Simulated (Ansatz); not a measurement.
Steps of a relaxation of `BO[SiH](C)Br` with RKS PBE0-D4/def2-TZVP.

```sh
$ ansatz run in.yaml --threads 4 --pin off --events-out ev --progress --plain --max-ram 10444MiB
```

```yaml
crystal:
  periodic: [false, false, false]
  atoms:
    - {symbol: B, position_ang: [-1.111419, 1.650409, 1.170562]}
    - {symbol: O, position_ang: [-0.086531, 0.820770, 0.845740]}
    - {symbol: Si, position_ang: [0.596726, 0.123982, -0.535154]}
    - {symbol: C, position_ang: [0.592694, -1.727410, -0.305795]}
    - {symbol: Br, position_ang: [-0.571453, 0.673383, -2.369724]}
    - {symbol: H, position_ang: [-1.254424, 1.916362, 2.351879]}
    - {symbol: H, position_ang: [-1.846049, 2.097077, 0.303892]}
    - {symbol: H, position_ang: [1.965169, 0.713230, -0.668014]}
    - {symbol: H, position_ang: [1.123600, -1.992868, 0.631107]}
    - {symbol: H, position_ang: [1.102259, -2.220953, -1.157110]}
    - {symbol: H, position_ang: [-0.445171, -2.110883, -0.246782]}
basis:
  gaussian: {orbitals: def2-TZVP}
hamiltonian: {xc: pbe0, dispersion: d4}
relax: {f_tol: 0.005, max_steps: 150}
```

Positions (Å) and forces (eV/Å) along the path, 9 of 9 steps:

```xyz
11
step=1 energy=-81771.8045 eV
B    -1.111    1.650    1.171    0.092   -0.078   -0.065
O    -0.087    0.821    0.846    0.103   -0.178   -0.844
Si    0.597    0.124   -0.535   -0.397    0.323    0.808
C     0.593   -1.727   -0.306   -0.003   -0.148   -0.017
Br   -0.571    0.673   -2.370    0.201   -0.084    0.319
H    -1.254    1.916    2.352    0.038   -0.089   -0.451
H    -1.846    2.097    0.304    0.277   -0.168    0.335
H     1.965    0.713   -0.668   -0.316   -0.128   -0.010
H     1.124   -1.993    0.631   -0.246    0.137   -0.447
H     1.102   -2.221   -1.157   -0.243    0.224    0.403
H    -0.445   -2.111   -0.247    0.494    0.188   -0.031
11
step=2 energy=-81771.8596 eV
B    -1.104    1.641    1.158    0.032   -0.030    0.009
O    -0.083    0.815    0.844    0.184   -0.213   -0.557
Si    0.594    0.122   -0.518   -0.259    0.193    0.590
C     0.589   -1.719   -0.305    0.028    0.021   -0.001
Br   -0.562    0.673   -2.331   -0.008    0.003   -0.007
H    -1.254    1.909    2.322    0.002   -0.016   -0.129
H    -1.828    2.078    0.298    0.086   -0.052    0.090
H     1.944    0.712   -0.669   -0.061   -0.053    0.016
H     1.123   -1.987    0.616   -0.070    0.023   -0.122
H     1.085   -2.205   -1.154   -0.068    0.068    0.118
H    -0.438   -2.097   -0.240    0.135    0.055   -0.006
11
step=3 energy=-81771.8715 eV
B    -1.097    1.629    1.149   -0.016    0.045    0.053
O    -0.079    0.804    0.834   -0.009   -0.006   -0.072
Si    0.584    0.126   -0.512    0.040   -0.037    0.113
C     0.588   -1.708   -0.301   -0.011    0.023   -0.036
Br   -0.574    0.678   -2.323    0.000    0.002   -0.016
H    -1.248    1.901    2.306   -0.007   -0.002    0.012
H    -1.813    2.066    0.292   -0.008   -0.005   -0.014
H     1.937    0.700   -0.655    0.017    0.018   -0.039
H     1.121   -1.979    0.613    0.011    0.005    0.013
H     1.080   -2.188   -1.149    0.007   -0.020   -0.018
H    -0.434   -2.086   -0.235   -0.023   -0.025    0.003
11
step=4 energy=-81771.8722 eV
B    -1.097    1.635    1.150   -0.039   -0.017    0.042
O    -0.080    0.807    0.836    0.001    0.008   -0.047
Si    0.587    0.125   -0.505    0.016   -0.009    0.025
C     0.588   -1.710   -0.302    0.003    0.010   -0.002
Br   -0.568    0.676   -2.320   -0.011    0.005   -0.019
H    -1.252    1.903    2.307    0.010    0.012    0.000
H    -1.815    2.066    0.292    0.011    0.009   -0.006
H     1.937    0.704   -0.661    0.005   -0.007    0.001
H     1.125   -1.983    0.609    0.005   -0.009    0.007
H     1.076   -2.190   -1.153    0.001    0.002   -0.004
H    -0.434   -2.089   -0.233   -0.002   -0.002    0.002
11
step=5 energy=-81771.8724 eV
B    -1.101    1.633    1.151    0.012    0.017    0.020
O    -0.082    0.808    0.835   -0.015    0.002   -0.033
Si    0.587    0.125   -0.504    0.003   -0.002    0.004
C     0.588   -1.711   -0.302    0.002    0.001    0.006
Br   -0.566    0.675   -2.321   -0.002    0.000   -0.004
H    -1.252    1.906    2.308   -0.001   -0.007   -0.002
H    -1.816    2.068    0.292   -0.002   -0.007    0.001
H     1.939    0.703   -0.661   -0.002   -0.007    0.008
H     1.127   -1.985    0.608    0.001   -0.005   -0.002
H     1.074   -2.189   -1.155    0.000    0.005    0.001
H    -0.434   -2.090   -0.231    0.004    0.003    0.001
11
step=6 energy=-81771.8726 eV
B    -1.101    1.635    1.152    0.013    0.002    0.008
O    -0.084    0.809    0.834   -0.017    0.008   -0.020
Si    0.587    0.124   -0.504    0.005    0.000   -0.001
C     0.589   -1.711   -0.302   -0.002   -0.003    0.006
Br   -0.565    0.675   -2.323    0.004   -0.003    0.004
H    -1.252    1.906    2.309    0.002   -0.005   -0.001
H    -1.817    2.070    0.293   -0.003   -0.002    0.003
H     1.939    0.701   -0.659   -0.003   -0.002    0.005
H     1.129   -1.987    0.607   -0.001    0.001   -0.004
H     1.074   -2.188   -1.156   -0.001    0.003    0.000
H    -0.433   -2.091   -0.230    0.003    0.000    0.000
11
step=7 energy=-81771.8727 eV
B    -1.102    1.637    1.152    0.011   -0.011   -0.008
O    -0.087    0.810    0.830   -0.013    0.012    0.001
Si    0.586    0.124   -0.504    0.000   -0.003   -0.005
C     0.589   -1.711   -0.302   -0.001   -0.004    0.004
Br   -0.563    0.671   -2.326    0.007   -0.001    0.006
H    -1.251    1.907    2.311    0.003   -0.002    0.002
H    -1.820    2.073    0.296   -0.005    0.004    0.003
H     1.940    0.699   -0.656   -0.001    0.004    0.000
H     1.133   -1.988    0.605   -0.001    0.003   -0.002
H     1.072   -2.186   -1.159    0.000   -0.002    0.000
H    -0.432   -2.092   -0.227    0.000    0.001    0.000
11
step=8 energy=-81771.8727 eV
B    -1.103    1.638    1.153    0.006   -0.010   -0.011
O    -0.089    0.811    0.828   -0.008    0.004    0.006
Si    0.586    0.123   -0.505    0.008    0.005   -0.002
C     0.589   -1.712   -0.301   -0.003   -0.002   -0.004
Br   -0.559    0.672   -2.329    0.001   -0.004    0.003
H    -1.249    1.906    2.312    0.003   -0.001    0.002
H    -1.823    2.075    0.298   -0.004    0.005    0.003
H     1.939    0.698   -0.655    0.002    0.002    0.001
H     1.136   -1.988    0.604   -0.001    0.004    0.000
H     1.070   -2.186   -1.159   -0.001   -0.002    0.001
H    -0.431   -2.093   -0.224   -0.001   -0.001    0.001
11
step=9 energy=-81771.8728 eV
B    -1.103    1.637    1.153    0.000    0.000    0.000
O    -0.090    0.811    0.825   -0.002    0.001    0.001
Si    0.587    0.124   -0.507    0.002    0.002   -0.002
C     0.589   -1.711   -0.301   -0.001   -0.003    0.001
Br   -0.558    0.670   -2.332    0.001    0.000    0.000
H    -1.249    1.900    2.313    0.001    0.001    0.000
H    -1.823    2.080    0.301    0.000   -0.001    0.001
H     1.940    0.700   -0.655   -0.002   -0.001    0.000
H     1.134   -1.985    0.605    0.001    0.000    0.001
H     1.070   -2.189   -1.157    0.000    0.000    0.000
H    -0.432   -2.091   -0.223   -0.001    0.001   -0.001
```

It took 33 s on 4 threads of an Intel Xeon Platinum 8488C on a shared host, with 0.68 GiB of host memory at the peak.
